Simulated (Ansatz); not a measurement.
The same path of CH4 + CH4MgO (12 atoms, charge 0, multiplicity 1) was run twice with different band settings. Lost on the way: H4–C5. Made: Mg1–C5, O2–H4.

Level of theory: RKS B3LYP/6-31G* in Ansatz 0.2.0.

Relaxed end points:

```xyz
12
Properties=species:S:1:pos:R:3
Mg 1.108 0.299 1.221
O 0.789 1.332 -0.233
C 1.535 -0.959 2.834
H -0.877 0.455 -1.891
C -1.689 0.176 -2.571
H 0.179 2.059 -0.390
H 2.602 -1.204 2.892
H 1.255 -0.495 3.788
H 0.985 -1.906 2.760
H -2.629 0.089 -2.017
H -1.459 -0.785 -3.041
H -1.799 0.938 -3.349
```

```xyz
12
Properties=species:S:1:pos:R:3
Mg 0.004 -0.265 -0.010
O 0.599 1.766 -0.247
C 0.941 -0.858 1.796
H 0.089 2.345 -0.834
C -1.285 -0.538 -1.672
H 0.917 2.302 0.496
H 2.037 -0.759 1.770
H 0.605 -0.280 2.671
H 0.738 -1.911 2.038
H -2.267 -0.059 -1.535
H -1.496 -1.601 -1.856
H -0.882 -0.143 -2.617
```

Common settings: spring 5.0 eV/Å²; optimiser quadratic models (default); start path through a guess of the saddle point; force threshold 0.05 eV/Å; iteration limit 60; end points relaxed.

| run | movable images | climbing image |
| --- | --- | --- |
| 1 | 7 | yes |
| 2 | 6 | no |

(1) What does each run give, and how far can it be trusted?

Results:

(1) Run 1: converged after 20 iterations, highest image 1.346 eV above the first end. Beside the main top the profile has a ripple of under 15 meV (maxima at images 2, 5), which may be a very shallow well or noise. Neighbouring images differ by up to 1.3 eV, so the band resolves the path poorly. A vibrational analysis at the climbing image gives one clearly imaginary mode, 908i cm⁻¹: a first-order saddle point.
Run 2: converged after 32 iterations, highest image 1.098 eV above the first end. No image climbed, so the highest image needn't sit at the top of the path.
The orbitals stay closed-shell, which can raise the energy where a bond breaks towards radicals; this wasn't checked here.
